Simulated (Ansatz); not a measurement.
C₆H₁₅GaO₃ (`CC[O][Ga]([O]CC)[O]CC`). Total charge 0; spin multiplicity 1. Geometry: relaxed with PBE0-D4/def2-TZVP. It is one conformer, not always the lowest.

```xyz
25

C     2.594   -0.294   -2.204
C     1.749   -1.429   -1.669
O     1.275   -1.185   -0.360
Ga    0.157    0.141    0.011
O    -0.278    0.489    1.694
C     0.206   -0.283    2.774
C    -0.308   -1.706    2.747
O    -0.505    1.137   -1.299
C    -1.487    2.127   -1.067
C    -2.797    1.545   -0.584
H     2.993   -0.542   -3.191
H     1.996    0.618   -2.305
H     3.433   -0.093   -1.534
H     0.915   -1.625   -2.355
H     2.345   -2.347   -1.618
H     1.304   -0.286    2.790
H    -0.127    0.219    3.689
H     0.037   -2.257    3.626
H     0.056   -2.231    1.859
H    -1.400   -1.718    2.742
H    -1.637    2.646   -2.021
H    -1.126    2.874   -0.348
H    -3.552    2.329   -0.476
H    -3.172    0.804   -1.295
H    -2.671    1.067    0.392
```

Task: What is the dipole moment at B3LYP/def2-TZVPP? (An estimate is asked.)

Result: Ansatz gave: 0.11 D, with components (-0.08, -0.07, -0.02) D in this frame, pointing from negative to positive charge.

Task: And with PBE, r2SCAN, ωB97M-V? (Best estimate.)

Result: Computed: PBE 0.10 D, r2SCAN 0.12 D, ωB97M-V 0.11 D.

Task: Give the Mulliken charges with B3LYP, ωB97M-V, r2SCAN in def2-TZVPP. (Estimate.)

Result: The calculation gave: 
```json
{"atom": "C1", "B3LYP": "-0.26", "ωB97M-V": "-0.32", "r2SCAN": "-0.15"}
{"atom": "C2", "B3LYP": "0.05", "ωB97M-V": "-0.02", "r2SCAN": "0.15"}
{"atom": "O3", "B3LYP": "-0.39", "ωB97M-V": "-0.38", "r2SCAN": "-0.39"}
{"atom": "Ga4", "B3LYP": "0.66", "ωB97M-V": "0.64", "r2SCAN": "0.62"}
{"atom": "O5", "B3LYP": "-0.39", "ωB97M-V": "-0.38", "r2SCAN": "-0.39"}
{"atom": "C6", "B3LYP": "0.05", "ωB97M-V": "-0.02", "r2SCAN": "0.15"}
{"atom": "C7", "B3LYP": "-0.26", "ωB97M-V": "-0.32", "r2SCAN": "-0.15"}
{"atom": "O8", "B3LYP": "-0.39", "ωB97M-V": "-0.37", "r2SCAN": "-0.39"}
{"atom": "C9", "B3LYP": "0.05", "ωB97M-V": "-0.02", "r2SCAN": "0.15"}
{"atom": "C10", "B3LYP": "-0.26", "ωB97M-V": "-0.32", "r2SCAN": "-0.15"}
{"atom": "H11", "B3LYP": "0.08", "ωB97M-V": "0.10", "r2SCAN": "0.04"}
{"atom": "H12", "B3LYP": "0.08", "ωB97M-V": "0.11", "r2SCAN": "0.05"}
{"atom": "H13", "B3LYP": "0.08", "ωB97M-V": "0.11", "r2SCAN": "0.05"}
{"atom": "H14", "B3LYP": "0.06", "ωB97M-V": "0.09", "r2SCAN": "0.03"}
{"atom": "H15", "B3LYP": "0.07", "ωB97M-V": "0.10", "r2SCAN": "0.03"}
{"atom": "H16", "B3LYP": "0.06", "ωB97M-V": "0.09", "r2SCAN": "0.03"}
{"atom": "H17", "B3LYP": "0.07", "ωB97M-V": "0.09", "r2SCAN": "0.03"}
{"atom": "H18", "B3LYP": "0.07", "ωB97M-V": "0.10", "r2SCAN": "0.04"}
{"atom": "H19", "B3LYP": "0.08", "ωB97M-V": "0.11", "r2SCAN": "0.05"}
{"atom": "H20", "B3LYP": "0.08", "ωB97M-V": "0.11", "r2SCAN": "0.05"}
{"atom": "H21", "B3LYP": "0.07", "ωB97M-V": "0.10", "r2SCAN": "0.03"}
{"atom": "H22", "B3LYP": "0.06", "ωB97M-V": "0.09", "r2SCAN": "0.03"}
{"atom": "H23", "B3LYP": "0.08", "ωB97M-V": "0.10", "r2SCAN": "0.04"}
{"atom": "H24", "B3LYP": "0.08", "ωB97M-V": "0.11", "r2SCAN": "0.05"}
{"atom": "H25", "B3LYP": "0.08", "ωB97M-V": "0.10", "r2SCAN": "0.05"}
```

B3LYP here is the variant with VWN-RPA as its local correlation; programs differ in this.
